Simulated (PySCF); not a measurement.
Vertical excitations of a molecule CH7FN2Si from PySCF 2.14.0 with TDDFT-PBE/def2-SVPD, as energy in eV (oscillator strength): 5.75 (0.043), 6.01 (0.031), 6.76 (0.015), 7.01 (0.007), 7.04 (0.005), 7.28 (0.013), 7.54 (0.009), 7.57 (0.036), 7.71 (0.008), 7.82 (0.003). Lowest triplet (TDA): 5.55 eV. Geometry optimised at PBE-D3(BJ)/def2-SVP. One conformer was computed; it need not be the lowest.

### Question
Identify the compound among the candidates.
A. NC[Si@H](N)F
B. CN[Si@H](N)F
C. C[Si](N)(N)F
D. N[SiH](N)CF

### Answer
C, C[Si](N)(N)F
